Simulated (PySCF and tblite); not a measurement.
# Conformer ensemble of C₆H₇NO, numbered as in [CH3:1][O:2][c:3]1[cH:4][cH:5][cH:6][n:7][cH:8]1

Geometries GFN2-xTB; weights from PBE0-D3(BJ)/pcSseg-1 (IEF-PCM, chloroform) energies and GFN2-xTB thermal corrections, with symmetry numbers and mirror pairs. Conformers within 3 kcal/mol (GFN2-xTB free energy) were kept, 4 at most. GIAO shieldings: PBE0/pcSseg-1 (IEF-PCM, chloroform). Couplings: B3LYP/6-31G* with pcJ-1 on H (gas phase; spin-dipole term only for pairs with B, N, F, Si or P). TDDFT excitations: PBE0/def2-SVPD (IEF-PCM, chloroform). Couplings are for ¹H. H–H couplings come out 0.1 to 0.9 Hz lower than with pcJ-1 on all atoms. Shifts are against TMS (¹H), TMS (¹³C), NH3 (¹⁵N) at the same level. Run with PySCF (density fitting) and tblite.

Torsions listed: C1–O2–C3–C4.

| conformer | shape | symmetry | E(GFN2) kcal/mol | E(DFT) kcal/mol | G(298.15 K) kcal/mol | weight % | dipole D |
| --- | --- | --- | --- | --- | --- | --- | --- |
| 1 | 0° | Cs | 0.30 | 0.00 | 0.00 | 58.5 | 4.61 |
| 2 | 180° | Cs | 0.00 | 0.19 | 0.20 | 41.5 | 2.19 |

Weights (%) against temperature:

```tsv
T (K)	1	2	S(mix) cal/mol/K
180	64.1	35.9	1.30
230	61.1	38.9	1.33
298.15	58.5	41.5	1.35
330	57.6	42.4	1.35
400	56.2	43.8	1.36
```

Averaged shifts at 298.15 K. ¹H: 8.57 (H8, 1H), 8.54 (H6, 1H), 7.63 (H5, 1H), 7.52 (H4, 1H), 4.10 (H1, 3H) ppm. ¹³C: 163.7 (C3), 147.7 (C6), 142.6 (C8), 130.6 (C5), 126.5 (C4), 56.9 (C1) ppm. ¹⁵N: 353.5 (N7) ppm.

Averaged couplings (Hz): ²J(H1,H1) -11.4, ³J(H4,H5) 9.4, ³J(H5,H6) 5.1.

Coordinates of conformer 1 (Å):

```xyz
15

C    -2.464   -0.336    0.380
O    -1.515    0.689    0.565
C    -0.228    0.447    0.211
C     0.258   -0.739   -0.331
C     1.608   -0.822   -0.638
C     2.420    0.272   -0.397
N     1.964    1.404    0.119
C     0.686    1.490    0.412
H    -3.410    0.074    0.727
H    -2.216   -1.224    0.969
H    -2.554   -0.612   -0.676
H    -0.388   -1.585   -0.513
H     2.015   -1.728   -1.060
H     3.477    0.252   -0.621
H     0.342    2.426    0.831
```

Coordinates of conformer 2 (Å):

```xyz
15

C    -2.575    0.074   -0.091
O    -1.445    0.903    0.047
C    -0.215    0.326    0.035
C     0.882    1.180    0.178
C     2.153    0.644    0.172
C     2.293   -0.730    0.024
N     1.263   -1.543   -0.112
C     0.042   -1.037   -0.107
H    -3.434    0.742   -0.053
H    -2.642   -0.651    0.725
H    -2.569   -0.456   -1.049
H     0.707    2.239    0.290
H     3.019    1.279    0.281
H     3.266   -1.200    0.012
H    -0.751   -1.763   -0.222
```

Unscaled ¹⁵N shifts at such levels can be off by tens of ppm; differences between conformers or isomers are more reliable. Shifts are unscaled: against experiment ¹³C can be off by 15 ppm or more and ¹H by 0.8 ppm.

Search and properties took 2.7 min on 1 thread of Arm Neoverse V1, on a host shared with other jobs (rough), launched as `OMP_NUM_THREADS=1 python ens_run.py task.json out`.


¹⁵N shifts are against a computed isolated NH3 molecule, about 20 ppm from the liquid.